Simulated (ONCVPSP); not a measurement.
## Transferability test, ONCV potential for O (Z = 8)

oxygen, optimised norm-conserving Vanderbilt (ONCV), made with ONCVPSP 4.0.1 (BLYP, non-relativistic). Core [He], reference 2s2 2p3 (charge +1). Waves: 2s: rc 0.90 bohr, ncon 4, nbas 8, qcut 7.8 1/bohr, 2 projectors, debl 2.8 Ha; 2p: rc 1.20 bohr, ncon 4, nbas 8, qcut 14.2 1/bohr, 2 projectors, debl 0.7 Ha; d scattering state at 0.02 Ha: rc 1.00 bohr, ncon 3, nbas 6, qcut 11.5 1/bohr, 1 projector. Local part: polynomial inside 0.80 bohr (lpopt 5, dvloc0 3 Ha). Core correction: polynomial model core, fcfact 0.35.

In the p channel the program set the typed energies aside and used -0.899, 0.250 Ha.

Energies are relative to the spin-unpolarised reference configuration 2s2 2p3; without spin polarisation the order of configurations can differ from experiment.

Give the all-electron excitation energy and the error of the potential for: 2s2 2p4; 2s2 2p2; 2s2 2p1; 2s2 2p0.

| valence configuration | charge | ΔE all-electron (eV) | error AE − PS (meV) |
| --- | --- | --- | --- |
| 2s2 2p4 | 0 | -16.436 | +5.5 |
| 2s2 2p2 | +2 | 33.615 | +21 |
| 2s2 2p1 | +3 | 87.556 | +141 |
| 2s2 2p0 | +4 | 164.584 | +501 |

Levels in the configuration 2s2 2p2:

```json
{"level": "2s", "all-electron (eV)": "-58.167", "pseudo (eV)": "-58.158"}
{"level": "2p", "all-electron (eV)": "-43.288", "pseudo (eV)": "-43.235"}
```
